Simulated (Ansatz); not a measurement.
Harmonic vibrations of H₂MoO₃S (`[O]=[Mo]([OH])([OH])=[S]`) by finite differences.

```yaml
crystal:
  periodic: [false, false, false]
  atoms:
    - {symbol: O, position_ang: [-1.367204, -1.102141, 0.124714]}
    - {symbol: Mo, position_ang: [-0.282566, 0.166253, 0.112672]}
    - {symbol: O, position_ang: [1.137619, -0.208364, 1.263446]}
    - {symbol: O, position_ang: [0.348232, 0.439227, -1.622009]}
    - {symbol: S, position_ang: [-1.255759, 1.920573, 0.772644]}
    - {symbol: H, position_ang: [1.281572, -1.085691, 1.629234]}
    - {symbol: H, position_ang: [0.199308, -0.197858, -2.326401]}
basis:
  gaussian: {orbitals: def2-TZVP}
hamiltonian: {xc: pbe0, dispersion: d4}
phonons: {temperatures: {t_min: 298.15, t_max: 900, t_step: 200}}
```

```sh
$ ansatz run in.yaml --threads 4 --pin off --events-out ev --progress --plain --max-ram 10444MiB
```

Output, abridged:

```
Functional definition: PBE0
mean field -18861.97439008 eV, -693.1647737301 hartree, gradient 5.2e-5 eV, S^2 0.000000; 0 other end points of the search recorded, 0 dependent functions left out
mean field -18861.97427603 eV, -693.1647695388 hartree, gradient 1.9e-6 eV, S^2 0.000000; 0 other end points of the search recorded, 0 dependent functions left out
mean field -18861.97434136 eV, -693.1647719394 hartree, gradient 1.9e-6 eV, S^2 0.000000; 0 other end points of the search recorded, 0 dependent functions left out
mean field -18861.97424208 eV, -693.1647682910 hartree, gradient 1.9e-6 eV, S^2 0.000000; 0 other end points of the search recorded, 0 dependent functions left out
mean field -18861.97432866 eV, -693.1647714730 hartree, gradient 1.9e-6 eV, S^2 0.000000; 0 other end points of the search recorded, 0 dependent functions left out
mean field -18861.97438117 eV, -693.1647734024 hartree, gradient 1.9e-6 eV, S^2 0.000000; 0 other end points of the search recorded, 0 dependent functions left out
mean field -18861.97438258 eV, -693.1647734544 hartree, gradient 1.9e-6 eV, S^2 0.000000; 0 other end points of the search recorded, 0 dependent functions left out
mean field -18861.97420447 eV, -693.1647669089 hartree, gradient 1.9e-6 eV, S^2 0.000000; 0 other end points of the search recorded, 0 dependent functions left out
mean field -18861.97420732 eV, -693.1647670138 hartree, gradient 1.9e-6 eV, S^2 0.000000; 0 other end points of the search recorded, 0 dependent functions left out
mean field -18861.97421366 eV, -693.1647672465 hartree, gradient 1.9e-6 eV, S^2 0.000000; 0 other end points of the search recorded, 0 dependent functions left out
mean field -18861.97417278 eV, -693.1647657444 hartree, gradient 1.9e-6 eV, S^2 0.000000; 0 other end points of the search recorded, 0 dependent functions left out
mean field -18861.97424679 eV, -693.1647684642 hartree, gradient 1.9e-6 eV, S^2 0.000000; 0 other end points of the search recorded, 0 dependent functions left out
mean field -18861.97423633 eV, -693.1647680799 hartree, gradient 1.9e-6 eV, S^2 0.000000; 0 other end points of the search recorded, 0 dependent functions left out
mean field -18861.97437147 eV, -693.1647730461 hartree, gradient 1.9e-6 eV, S^2 0.000000; 0 other end points of the search recorded, 0 dependent functions left out
mean field -18861.97429904 eV, -693.1647703845 hartree, gradient 1.9e-6 eV, S^2 0.000000; 0 other end points of the search recorded, 0 dependent functions left out
mean field -18861.97424143 eV, -693.1647682670 hartree, gradient 1.9e-6 eV, S^2 0.000000; 0 other end points of the search recorded, 0 dependent functions left out
mean field -18861.97424684 eV, -693.1647684662 hartree, gradient 2.0e-6 eV, S^2 0.000000; 0 other end points of the search recorded, 0 dependent functions left out
mean field -18861.97435466 eV, -693.1647724283 hartree, gradient 2.0e-6 eV, S^2 0.000000; 0 other end points of the search recorded, 0 dependent functions left out
mean field -18861.97430799 eV, -693.1647707132 hartree, gradient 1.9e-6 eV, S^2 0.000000; 0 other end points of the search recorded, 0 dependent functions left out
mean field -18861.97439052 eV, -693.1647737460 hartree, gradient 1.9e-6 eV, S^2 0.000000; 0 other end points of the search recorded, 0 dependent functions left out
mean field -18861.97435143 eV, -693.1647723096 hartree, gradient 1.9e-6 eV, S^2 0.000000; 0 other end points of the search recorded, 0 dependent functions left out
mean field -18861.97432130 eV, -693.1647712023 hartree, gradient 1.9e-6 eV, S^2 0.000000; 0 other end points of the search recorded, 0 dependent functions left out
mean field -18861.97430060 eV, -693.1647704416 hartree, gradient 2.0e-6 eV, S^2 0.000000; 0 other end points of the search recorded, 0 dependent functions left out
mean field -18861.97419186 eV, -693.1647664456 hartree, gradient 1.9e-6 eV, S^2 0.000000; 0 other end points of the search recorded, 0 dependent functions left out
mean field -18861.97426573 eV, -693.1647691601 hartree, gradient 2.0e-6 eV, S^2 0.000000; 0 other end points of the search recorded, 0 dependent functions left out
mean field -18861.97434028 eV, -693.1647718998 hartree, gradient 1.9e-6 eV, S^2 0.000000; 0 other end points of the search recorded, 0 dependent functions left out
mean field -18861.97439047 eV, -693.1647737443 hartree, gradient 1.9e-6 eV, S^2 0.000000; 0 other end points of the search recorded, 0 dependent functions left out
mean field -18861.97436417 eV, -693.1647727777 hartree, gradient 1.9e-6 eV, S^2 0.000000; 0 other end points of the search recorded, 0 dependent functions left out
mean field -18861.97428545 eV, -693.1647698848 hartree, gradient 1.9e-6 eV, S^2 0.000000; 0 other end points of the search recorded, 0 dependent functions left out
mean field -18861.97439196 eV, -693.1647737991 hartree, gradient 1.9e-6 eV, S^2 0.000000; 0 other end points of the search recorded, 0 dependent functions left out
mean field -18861.97436062 eV, -693.1647726473 hartree, gradient 1.9e-6 eV, S^2 0.000000; 0 other end points of the search recorded, 0 dependent functions left out
mean field -18861.97438665 eV, -693.1647736039 hartree, gradient 1.9e-6 eV, S^2 0.000000; 0 other end points of the search recorded, 0 dependent functions left out
mean field -18861.97437772 eV, -693.1647732758 hartree, gradient 1.9e-6 eV, S^2 0.000000; 0 other end points of the search recorded, 0 dependent functions left out
mean field -18861.97423999 eV, -693.1647682144 hartree, gradient 2.0e-6 eV, S^2 0.000000; 0 other end points of the search recorded, 0 dependent functions left out
mean field -18861.97426918 eV, -693.1647692871 hartree, gradient 1.9e-6 eV, S^2 0.000000; 0 other end points of the search recorded, 0 dependent functions left out
mean field -18861.97437093 eV, -693.1647730261 hartree, gradient 1.9e-6 eV, S^2 0.000000; 0 other end points of the search recorded, 0 dependent functions left out
mean field -18861.97435671 eV, -693.1647725035 hartree, gradient 1.9e-6 eV, S^2 0.000000; 0 other end points of the search recorded, 0 dependent functions left out
mean field -18861.97438364 eV, -693.1647734932 hartree, gradient 1.9e-6 eV, S^2 0.000000; 0 other end points of the search recorded, 0 dependent functions left out
mean field -18861.97438566 eV, -693.1647735676 hartree, gradient 1.9e-6 eV, S^2 0.000000; 0 other end points of the search recorded, 0 dependent functions left out
mean field -18861.97430934 eV, -693.1647707629 hartree, gradient 1.9e-6 eV, S^2 0.000000; 0 other end points of the search recorded, 0 dependent functions left out
mean field -18861.97432844 eV, -693.1647714647 hartree, gradient 1.9e-6 eV, S^2 0.000000; 0 other end points of the search recorded, 0 dependent functions left out
mean field -18861.97428338 eV, -693.1647698089 hartree, gradient 2.0e-6 eV, S^2 0.000000; 0 other end points of the search recorded, 0 dependent functions left out
mean field -18861.97431072 eV, -693.1647708136 hartree, gradient 1.9e-6 eV, S^2 0.000000; 0 other end points of the search recorded, 0 dependent functions left out
Total energy: -18862.15045105 eV, -693.1712438514 hartree
Atom 0 at    -1.367204    -1.102141     0.124714 Å, force    -0.000780    -0.000557     0.000110 eV/Å
Atom 1 at    -0.282566     0.166253     0.112672 Å, force     0.001629     0.000588    -0.000321 eV/Å
Atom 2 at     1.137619    -0.208364     1.263446 Å, force    -0.000454     0.000094    -0.000255 eV/Å
Atom 3 at     0.348232     0.439227    -1.622009 Å, force    -0.000250    -0.000012     0.000461 eV/Å
Atom 4 at    -1.255759     1.920573     0.772644 Å, force     0.000017    -0.000312    -0.000065 eV/Å
Atom 5 at     1.281572    -1.085691     1.629234 Å, force    -0.000128     0.000152    -0.000098 eV/Å
Atom 6 at     0.199308    -0.197858    -2.326401 Å, force    -0.000034     0.000048     0.000168 eV/Å
Dipole moment:     0.366358    -0.554202    -0.224631 e Å
Vibrations: 196.94 213.20 213.31 217.84 227.24 273.51 316.87 577.39 630.77 651.45 735.64 751.38 1056.15 3880.33 3884.55 cm⁻¹, zero-point energy 0.857138 eV
```

It took 94 s on 4 threads of an Arm Neoverse V1 on a shared host, with 0.46 GiB of host memory at the peak.
